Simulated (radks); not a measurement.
Problem. All-electron atom: Rb+ in [Ar] 3d10 4s1.5 4p6 4f0.5 (fractional occupations, a model configuration). Calculated with a radial shooting solver on a logarithmic mesh with Libxc functionals: Dirac Kohn-Sham, PBEsol, spin-unpolarised, spherical densities, finite nucleus; open shells fill j = l - 1/2 first; Fermi nuclear charge, rms radius 4.2036 fm.

Spin-orbit splittings of the eigenvalues, e(l+1/2) - e(l-1/2), with zeta = 2 splitting/(2l+1) and mean radii in bohr:

| shell | occ. | splitting (eV) | zeta (eV) | <r> j=l-1/2 | <r> j=l+1/2 |
|---|---|---|---|---|---|
| 2p | 6 | 60.72 | 40.48 | 0.1523 | 0.1564 |
| 3p | 6 | 9.133 | 6.089 | 0.5118 | 0.5223 |
| 3d | 10 | 1.552 | 0.6208 | 0.5228 | 0.5266 |
| 4p | 6 | 0.9490 | 0.6326 | 1.644 | 1.677 |
| 4f | 0.5 | ? | ? | 10.64 | 10.64 |

Estimate the 4f splitting.

Solution. 0.00001005 eV (zeta = 2.870e-06 eV).
